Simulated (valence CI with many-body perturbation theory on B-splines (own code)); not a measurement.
**Energy levels of Mn¹⁰⁺**

Computed by configuration interaction combined with many-body perturbation theory (CI+MBPT): five valence electrons over a frozen Dirac-Fock core [Ne], radial functions for each j: 9 s, 9 p, 8 d, 6 f, 3 g, 1 h, with the one-electron correlation potential Σ1, the two-electron term Σ2, the three-electron term Σ3, Breit, model QED; selected CI, second order for the rest, scaled by the run's own slope (own B-spline code, finite nucleus).

No measured spectrum was set against this ion. As an estimate, levels of excited configurations hold to 0.05 to 0.15 % of their energy, terms of the ground configuration to about 0.5 %. Among the levels kept, up to 660 cm⁻¹ of a level comes from second order outside the variational space, and about a tenth of that is noise between levels of different J, which matters for small intervals.

Levels 1 to 45 of 48, with energies above the lowest level, 3s2 3p3 4S°_3/2. "Leading %" is the weight of the configuration and term that name the level; weights of strongly mixed levels are sums over their largest components and can fall short. In the jj column 3d3/2^4 stands for four electrons in 3d with j = 3/2.

```csv
No.,Configuration,Term,J,E (cm⁻¹),Leading %,g,Leading jj
1,3s2 3p3,4S°,3/2,0,95,1.987,3s^2 3p1/2 3p3/2^2 (50 %)
2,3s2 3p3,2D°,3/2,39625,87,0.856,3s^2 3p1/2 3p3/2^2 (46 %)
3,3s2 3p3,2D°,5/2,42946,96,1.200,3s^2 3p1/2 3p3/2^2 (96 %)
4,3s2 3p3,2P°,1/2,69284,96,0.665,3s^2 3p1/2 3p3/2^2 (96 %)
5,3s2 3p3,2P°,3/2,73889,85,1.290,3s^2 3p3/2^3 (76 %)
6,3s 3p4,4P,5/2,253960,88,1.596,3s 3p1/2^2 3p3/2^2 (67 %)
7,3s 3p4,4P,3/2,261670,88,1.731,3s 3p1/2 3p3/2^3 (75 %)
8,3s 3p4,4P,1/2,265260,87,2.663,3s 3p3/2^4 (32 %)
9,3s 3p4,2D,3/2,314650,76,0.808,3s 3p1/2 3p3/2^3 (46 %)
10,3s 3p4,2D,5/2,316050,76,1.204,3s 3p1/2 3p3/2^3 (59 %)
11,3s2 3p2 3d,2P,3/2,361520,50,1.326,3s 3p1/2 3p3/2^3 (28 %)
12,3s 3p4,2P,1/2,365940,35,1.048,3s 3p1/2^2 3p3/2^2 (33 %)
13,3s 3p4,2S,1/2,379500,57,1.619,3s 3p3/2^4 (42 %)
14,3s2 3p2 3d,4F,3/2,397410,94,0.421,3s^2 3p1/2^2 3d3/2 (42 %)
15,3s2 3p2 3d,4F,5/2,400410,92,1.044,3s^2 3p1/2 3p3/2 3d3/2 (57 %)
16,3s2 3p2 3d,4F,7/2,404790,93,1.244,3s^2 3p1/2 3p3/2 3d5/2 (63 %)
17,3s2 3p2 3d,4F,9/2,410290,95,1.330,3s^2 3p3/2^2 3d5/2 (52 %)
18,3s2 3p2 3d,2F,5/2,411770,78,0.955,3s^2 3p1/2 3p3/2 3d3/2 (62 %)
19,3s2 3p2 3d,2F,7/2,415160,51,1.273,3s^2 3p1/2 3p3/2 3d5/2 (60 %)
20,3s2 3p2 3d,4D,1/2,415430,96,0.006,3s^2 3p1/2 3p3/2 3d3/2 (76 %)
21,3s2 3p2 3d,4D,3/2,416320,93,1.182,3s^2 3p1/2 3p3/2 3d3/2 (39 %)
22,3s2 3p2 3d,4D,5/2,419700,73,1.259,3s^2 3p1/2 3p3/2 3d5/2 (45 %)
23,3s2 3p2 3d,4D,7/2,427170,49,1.288,3s^2 3p3/2^2 3d5/2 (89 %)
24,3s2 3p2 3d,2G,7/2,459170,95,0.892,3s^2 3p1/2 3p3/2 3d3/2 (49 %)
25,3s2 3p2 3d,2G,9/2,461450,95,1.114,3s^2 3p1/2 3p3/2 3d5/2 (52 %)
26,3s2 3p2 3d,2P,3/2,467810,50,1.319,3s^2 3p1/2 3p3/2 3d5/2 (36 %)
27,3s2 3p2 3d,4P,5/2,477460,84,1.586,3s^2 3p1/2 3p3/2 3d5/2 (47 %)
28,3s2 3p2 3d,2P,1/2,477540,52,0.752,3s^2 3p3/2^2 3d5/2 (31 %)
29,3s2 3p2 3d,4P,3/2,481050,82,1.689,3s^2 3p1/2 3p3/2 3d3/2 (32 %)
30,3s2 3p2 3d,4P,1/2,483380,82,2.571,3s^2 3p3/2^2 3d3/2 (49 %)
31,3s2 3p2 3d,2D,3/2,489820,85,0.852,3s^2 3p3/2^2 3d3/2 (33 %)
32,3s2 3p2 3d,2D,5/2,498800,86,1.209,3s^2 3p3/2^2 3d5/2 (53 %)
33,3s2 3p2 3d,2D,3/2,515850,79,0.810,3s^2 3p1/2 3p3/2 3d3/2 (36 %)
34,3s2 3p2 3d,2D,5/2,516050,85,1.200,3s^2 3p1/2 3p3/2 3d5/2 (35 %)
35,3s2 3p2 3d,2P,1/2,531290,80,0.814,3s^2 3p1/2 3p3/2 3d5/2 (69 %)
36,3s2 3p2 3d,2P,3/2,537490,87,1.323,3s^2 3p3/2^2 3d5/2 (51 %)
37,3s2 3p2 3d,2F,5/2,538350,84,0.898,3s^2 3p1/2 3p3/2 3d3/2 (36 %)
38,3s2 3p2 3d,2S,1/2,539390,69,1.862,3s^2 3p1/2 3p3/2 3d3/2 (29 %)
39,3s2 3p2 3d,2F,7/2,541560,96,1.142,3s^2 3p1/2 3p3/2 3d5/2 (56 %)
40,3s2 3p2 3d,2D,5/2,562200,82,1.161,3s^2 3p3/2^2 3d5/2 (56 %)
41,3s2 3p2 3d,2D,3/2,563820,93,0.801,3s^2 3p3/2^2 3d3/2 (46 %)
42,3s 3p3 3d,6D°,1/2,579260,99,3.333,3s 3p1/2 3p3/2^2 3d3/2 (53 %)
43,3s 3p3 3d,6D°,3/2,579450,99,1.865,3s 3p1/2 3p3/2^2 3d3/2 (47 %)
44,3s 3p3 3d,6D°,5/2,579770,99,1.656,3s 3p1/2 3p3/2^2 3d3/2 (36 %)
45,3s 3p3 3d,6D°,7/2,580220,98,1.586,3s 3p1/2 3p3/2^2 3d5/2 (32 %)
```

Names give the largest LS component (configuration and term), which can be under half, so a name can repeat, a term be missing and a line seem to break the LS rules; names also repeat where a configuration has a term twice.

The ionisation energy to 3s2 3p2 3P_0 of the next ion comes out as 283.07 eV (NIST: 286.1 ± 0.5 eV (semi-empirical), further off than twice its uncertainty). All 48 levels together are meant to be complete up to 604200 cm⁻¹.
